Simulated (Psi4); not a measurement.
CH3S (SMILES [CH2]S), doublet, at a GFN2-xTB geometry. Base run: PBE0/6-31G (Psi4).

Geometry (Å):
```xyz
5

C      0.0813     1.1220    -0.1255
S     -0.0729    -0.5620     0.1331
H      0.8018    -0.9578    -0.7948
H     -0.5328     1.7392     0.4979
H      0.4096     1.4790    -1.0796
```
Charge 0, spin multiplicity 2.
Orbitals are unrestricted.
All else is at Psi4's defaults (density fitting; Cartesian or spherical functions as each basis is defined).

Variants of this job, named by their change:

```
change                 basis functions      E (Eh)  dipole (D)  core-seconds (rough)
---------------------  ---------------  ----------  ----------  --------------------
base                                28  -437.77728        1.42                     7
basis = def2-SV(P)                  38  -437.68153        1.03                     8
basis = 6-31G*                      40  -437.82423        1.13                     8
basis = def2-SVP                    47  -437.69214        1.02                     8
basis = 6-31+G*                     48  -437.82800        1.11                     8
basis = 6-31G**                     49  -437.83055        1.12                     8
basis = cc-pV(D+d)Z                 52  -437.85479        0.96                    10
basis = def2-SVPD                   71  -437.70109        0.93                    10
basis = 6-311+G(2d,p)               80  -437.87218        0.96                    10
basis = def2-TZVP                   86  -437.87793        0.93                    10
basis = cc-pVTZ                    106  -437.88154        0.92                    20
basis = cc-pV(T+d)Z                111  -437.88429        0.91                    20
basis = cc-pVQZ                    204  -437.88949        0.90                    30
```

Totals compare only among sets that treat the same electrons; sets with core potentials leave the core out.

Open shells are given as the SCF converged; they aren't shown to be the lowest states, and a large step between rows can be another state.
